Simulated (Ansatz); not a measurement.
`O[SiH](F)[TeH]` + H–F → `O[SiH](F)F` + H₂Te at 298.15 K and 1 bar (ligand exchange at the Si–Te bond).

Computed with Ansatz on PBE0-D4/def2-TZVP structures; ΔE is electronic, products minus reactants. CBS: MP2 limit from def2 TZ/QZ plus the TZ coupled-cluster correction, frozen cores. This one scheme is used for every species. def2 core potentials past Kr. For Te outer-core shells are correlated without core-valence functions, which leaves a few kJ/mol of doubt a bond. Each species was taken in one conformer, which may not be the lowest.

| species | CCSD(T)/CBS energy (Eh) | H − E (kJ/mol) | S (J/(mol·K)) |
| --- | --- | --- | --- |
| `O[SiH](F)[TeH]` | -733.71271 | 107.1 | 345.2 |
| H–F | -100.39570 | 33.5 | 173.6 |
| `O[SiH](F)F` | -565.23707 | 91.8 | 297.2 |
| H₂Te | -268.91024 | 41.3 | 228.4 |

H − E and S are ideal-gas, rigid-rotor, harmonic terms from PBE0-D4/def2-TZVP, for one conformer and one mirror image of each species. 1 Eh = 2625.50 kJ/mol, R = 8.31446 J/(mol·K).

**Question.** By hand: ΔE, ΔH, ΔS and ΔG.

**Answer.** ΔE = (-565.23707) + (-268.91024) − (-733.71271) − (-100.39570) = -0.03890 Eh = -102.1 kJ/mol. Δ(H − E) = 91.8 + 41.3 − 107.1 − 33.5 = -7.5, so ΔH = -109.6 kJ/mol. ΔS = 297.2 + 228.4 − 345.2 − 173.6 = 6.8 J/(mol·K). ΔG = -109.6 − 298.15 × (6.8)/1000 = -111.6 kJ/mol.

**Question.** By hand: the equilibrium constant, and the temperature at which ΔG would vanish if ΔH and ΔS stayed fixed.

**Answer.** log₁₀ K = −ΔG/(RT ln 10) = 19.6. ΔH and −TΔS have one sign here, so there is no such temperature.

The number of gas molecules stays the same, so ΔS is small and ΔH decides. A doubt of 5 kJ/mol in ΔE shifts log₁₀ K by 0.9 here. Other conformers and mirror images would add mixing entropy, several J/(mol·K) or more a flexible species. These are equilibria of isolated gas molecules and say nothing of rates. Largest T1 diagnostic: 0.012 (customary marks: 0.02 for closed shells, 0.045 for open ones).

ΔS is within the doubt of such terms, so its sign, and with it that verdict, could turn.
